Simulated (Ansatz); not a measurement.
Problem. Name a neutral molecule of C, Cl, O, Si and H with HOMO energy (B3LYP/def2-TZVPP) between -8.20 and -7.90 eV and HOMO–LUMO gap (B3LYP/def2-TZVPP) between 8.70 and 9.00 eV (Ansatz, PBE0-D4/def2-TZVP geometry).

Solution. `CC[SiH](Cl)OC` (-8.09 eV, 8.70 eV); `CO[SiH](C)Cl` (-8.15 eV, 8.88 eV). Other molecules can fit too; these were computed, each in one conformer that needn't be the lowest.

B3LYP here is the variant with VWN-RPA as its local correlation; programs differ in this.
